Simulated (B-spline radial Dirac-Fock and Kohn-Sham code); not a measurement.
**Pb³⁺ 3p1/2: cross section and angular parameters**

System: the Pb³⁺ ion, configuration [Xe] 4f14 5d10 6s1; threshold 3580.3 eV (orbital energy of the model). Model: Dirac-Hartree-Slater photoionisation with a Latter tail; cross sections with all multipoles, angular parameters from the dipole term and its interference with E2. Program: a radial atomic solver.

| hν (eV) | σ (kb) | β | γ | δ |
| --- | --- | --- | --- | --- |
| 4700 | 22.3 | 1.389 | 0.349 | 0.038 |
| 6210 | 14.4 | 1.554 | 0.022 | 0.002 |
| 7710 | 9.79 | 1.589 | 0.025 | -0.001 |
| 8310 | 8.49 | 1.592 | 0.066 | 0.000 |
| 12000 | ? | ? | ? | ? |
| 13300 | 3.21 | 1.556 | 0.615 | 0.014 |
| 15000 | 2.45 | 1.536 | 0.811 | 0.021 |

Question: Give the values at 12000 eV.

Answer: σ = 4.01 kb, β = 1.570, γ = 0.461, δ = 0.009.

Values without a named source are computed, but for edge energies of neutral atoms, which are taken from tables.
